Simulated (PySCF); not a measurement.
Species: C5H4F2.
Bonds: C1–C2 (double), C2–C3, C3–C4 (double), C4–C5, C5–F6, C5–F7, C2–C4. Hydrogens: H8, H9 on C1; H10 on C3; H11 on C5.

A GFN2-xTB structure was refined with PBE0-D3(BJ)/def2-SVP geometry optimisation, gas phase (PySCF 2.14.0). Its GFN2-xTB values:

```
 coordinate  GFN2-xTB
      C1=C2   1.296 Å
      C1–H8   1.043 Å
      C1–H9   1.109 Å
      C2–C3   1.447 Å
      C2–C4   1.496 Å
      C3=C4   1.351 Å
     C3–H10   1.058 Å
      C4–C5   1.443 Å
      C5–F6   1.362 Å
     C5–H11   1.122 Å
   C1–C2–C3    154.5°
   C1–C2–C4    150.9°
   C2–C3–C4     64.5°
   C2–C4–C3     60.8°
   C2–C4–C5    147.5°
   C3–C4–C5    151.7°
   C4–C5–F7    112.8°
   F6–C5–F7    106.6°
C2–C3–C4–C5      179°
C3–C4–C5–F6       -1°
```

Q: How do these coordinates change at the PBE0-D3(BJ)/def2-SVP level?

A: 
```json
{"coordinate": "C2–C4", "PBE0-D3(BJ)/def2-SVP (Å or °)": "1.440", "change": "-0.056"}
{"coordinate": "C1–H8", "PBE0-D3(BJ)/def2-SVP (Å or °)": "1.091", "change": "+0.048"}
{"coordinate": "C4–C5", "PBE0-D3(BJ)/def2-SVP (Å or °)": "1.481", "change": "+0.038"}
{"coordinate": "C1=C2", "PBE0-D3(BJ)/def2-SVP (Å or °)": "1.330", "change": "+0.034"}
{"coordinate": "C3=C4", "PBE0-D3(BJ)/def2-SVP (Å or °)": "1.320", "change": "-0.031"}
{"coordinate": "C3–H10", "PBE0-D3(BJ)/def2-SVP (Å or °)": "1.088", "change": "+0.030"}
{"coordinate": "C1–H9", "PBE0-D3(BJ)/def2-SVP (Å or °)": "1.091", "change": "-0.018"}
{"coordinate": "C5–H11", "PBE0-D3(BJ)/def2-SVP (Å or °)": "1.106", "change": "-0.016"}
{"coordinate": "C5–F6", "PBE0-D3(BJ)/def2-SVP (Å or °)": "1.347", "change": "-0.015"}
{"coordinate": "C2–C3", "PBE0-D3(BJ)/def2-SVP (Å or °)": "1.441", "change": "-0.006"}
{"coordinate": "C3–C4–C5", "PBE0-D3(BJ)/def2-SVP (Å or °)": "148.5", "change": "-3.2"}
{"coordinate": "C4–C5–F7", "PBE0-D3(BJ)/def2-SVP (Å or °)": "109.9", "change": "-2.9"}
{"coordinate": "C2–C4–C3", "PBE0-D3(BJ)/def2-SVP (Å or °)": "62.7", "change": "+1.9"}
{"coordinate": "F6–C5–F7", "PBE0-D3(BJ)/def2-SVP (Å or °)": "108.5", "change": "+1.9"}
{"coordinate": "C2–C3–C4", "PBE0-D3(BJ)/def2-SVP (Å or °)": "62.7", "change": "-1.8"}
{"coordinate": "C1–C2–C4", "PBE0-D3(BJ)/def2-SVP (Å or °)": "152.7", "change": "+1.8"}
{"coordinate": "C1–C2–C3", "PBE0-D3(BJ)/def2-SVP (Å or °)": "152.8", "change": "-1.7"}
{"coordinate": "C2–C4–C5", "PBE0-D3(BJ)/def2-SVP (Å or °)": "148.7", "change": "+1.2"}
{"coordinate": "C3–C4–C5–F6", "PBE0-D3(BJ)/def2-SVP (Å or °)": "-8", "change": "-7"}
{"coordinate": "C2–C3–C4–C5", "PBE0-D3(BJ)/def2-SVP (Å or °)": "-177", "change": "+4"}
```

The energy falls by 21.9 kJ/mol over 10 energy and gradient evaluations, the largest force component goes from 0.0685 to 3.0e-04 Eh/bohr, and the atoms move by 0.045 Å rms after alignment. The bond that changes most is C2–C4 (both ends fully substituted alkene carbon), which shortens by 0.056 Å. Bonds longer at the end by more than 0.005 Å: 4 of 11; shorter: 6. Rotational constants go from 5757, 1681, 1366 to 5736, 1699, 1368 MHz.

The run used 118 basis functions and 67 SCF cycles in all. On one thread of an Arm Neoverse N1, shared host with 64 logical CPUs at a one-minute load of 60, this took 81 s and 0.51 GiB of memory at its peak.

Stationary, but not proved a minimum. One conformer, not necessarily the lowest.

The values belong to the conformer `[CH2:1]=[C:2]1[CH:3]=[C:4]1[CH:5]([F:6])[F:7]`: C3–C4–C5–F6 -8°.
